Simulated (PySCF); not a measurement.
C₂H₉FSi₃, SMILES F[C@H]1C[SiH2][Si@@H]1[SiH3].

Coordinates come from a B3LYP-D3(BJ)/def2-SVP optimisation. The structure was generated by enumeration; whether it is a known compound was not checked.

Two levels are set side by side: PBE/def2-TZVP (PySCF) and PBE0/def2-TZVP (PySCF). Same geometry, gas phase. Differences are taken from unrounded values.

```
quantity                      PBE0    PBE  PBE minus PBE0
---------------------------  -----  -----  --------------
orbital gap (eV)              6.88   4.97           -1.91
highest occupied level (eV)  -7.51  -6.40            1.11
lowest empty level (eV)      -0.63  -1.43           -0.80
dipole moment (D)             1.49   1.32           -0.18
mean polarisability (bohr³)  112.1  116.5             4.4
```

PBE's occupied levels lie high since its potential decays too fast outside the molecule; exact exchange lowers them and widens the gap. Loosely held outer electrons make PBE densities more polarisable. Differences between two approximate levels are no errors against the true value.

Rough cost on one machine, each run with all the roots and properties that it gave: PBE0 against PBE within a factor of 2.
